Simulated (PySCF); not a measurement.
## Ge²¹⁺: ionisation energy

Ge²¹⁺ [Ne] 3s1 (2S) → Ge²²⁺ [Ne] (1S), as a difference of total energies. Computed with PySCF 2.14 in an even-tempered Gaussian basis (18 s from 2.1 bohr⁻², ratio 2.5; 11 p from 2.7 bohr⁻², ratio 2.5; 5 d from 10 bohr⁻², ratio 2.7; 4 f from 16 bohr⁻², ratio 2.7), with scalar relativity by spin-free X2C-1e. Correlated levels: outer shells: 1s2 frozen; virtual orbitals above 40 to 60 times the deepest correlated orbital energy dropped. The calculations carry no spin-orbit coupling.

```json
{"method": "UHF", "ionisation energy (eV)": "879.72", "difference from reference (eV)": "-0.72"}
{"method": "LDA", "ionisation energy (eV)": "881.76", "difference from reference (eV)": "+1.32"}
{"method": "PBE", "ionisation energy (eV)": "882.92", "difference from reference (eV)": "+2.48"}
{"method": "PBE0", "ionisation energy (eV)": "882.22", "difference from reference (eV)": "+1.78"}
{"method": "r2SCAN", "ionisation energy (eV)": "879.66", "difference from reference (eV)": "-0.78"}
{"method": "M06", "ionisation energy (eV)": "879.98", "difference from reference (eV)": "-0.46"}
{"method": "B97-3", "ionisation energy (eV)": "881.29", "difference from reference (eV)": "+0.85"}
{"method": "MP2 (outer shells)", "ionisation energy (eV)": "880.36", "difference from reference (eV)": "-0.08"}
{"method": "SCS-MP2 (outer shells)", "ionisation energy (eV)": "880.24", "difference from reference (eV)": "-0.20"}
```

Reference: 880.44 eV (semi-empirical (NIST evaluation); NIST Atomic Spectra Database, ionization energies).

Breit and QED terms and the two-electron picture change are absent.
